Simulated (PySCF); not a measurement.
Compound: C₇H₆N (charge -1).
Geometry (GFN2-xTB, Å), atoms numbered from 1 in this order:
```
atom  x, y, z in Å
C1     2.8036   -1.2045    0.3323
C2     1.6115   -1.0452    0.2334
C3     0.2334   -0.8303    0.1192
N4    -0.6770   -1.8439    0.1937
C5    -1.8682   -1.2565    0.0463
C6    -1.7643    0.1206   -0.1237
C7    -0.3988    0.4095   -0.0764
C8     0.2614    1.7454   -0.2145
H9     3.8407   -1.3558    0.4156
H10   -2.7749   -1.8508    0.0677
H11   -2.5751    0.8255   -0.2596
H12    0.8037    1.8274   -1.1630
H13    0.9856    1.9134    0.5878
H14   -0.4823    2.5449   -0.1811
```

The geometry is computed with GFN2-xTB (gas phase).

Take the most abundant isotopes and a rigid rotor. 

(1) Give the principal moments of inertia and the rotational constants in MHz.

(2) What kind of rotor is it?

(3) Is it planar, by Δ = Ic − Ia − Ib?

(4) Give the other two planar moments, Paa and Pbb, and the rms extents of the mass along the axes.

(5) List the rotational levels J(Ka,Kc) to J = 2 (MHz).

Results:

(1) Ia = 143.82, Ib = 251.38, Ic = 392.06 u·Å²; 505379 MHz·u·Å²/I gives A = 3514, B = 2010, C = 1289 MHz.

(2) An asymmetric top; Ray's κ = -0.352.

(3) Not planar: Δ = Ic − Ia − Ib = -3.13 u·Å². For a rigid frame Δ = −2 Σ m c², so Σ m c² = 1.57 u·Å² lies off the ab plane, practically all of it from hydrogen. The atom farthest from that plane is 0.96 Å away.

(4) Paa = Σ m a² = (Ib + Ic − Ia)/2 = 249.81 and Pbb = Σ m b² = (Ia + Ic − Ib)/2 = 142.25 u·Å². With the mass M = 104.05 u, the rms extents √(P/M) along a, b and c are 1.55, 1.17, 0.12 Å.

(5) Above 0(0,0):
J = 1: 1(0,1) 3299, 1(1,1) 4803, 1(1,0) 5524
J = 2: 2(0,2) 9695, 2(1,2) 10681, 2(1,1) 12845, 2(2,1) 17356, 2(2,0) 17559
Those of J = 1 are B + C, A + C and A + B.

No frequency check. These are rigid-rotor constants of the computed structure; measured ground-state constants (B0) also hold zero-point vibration.
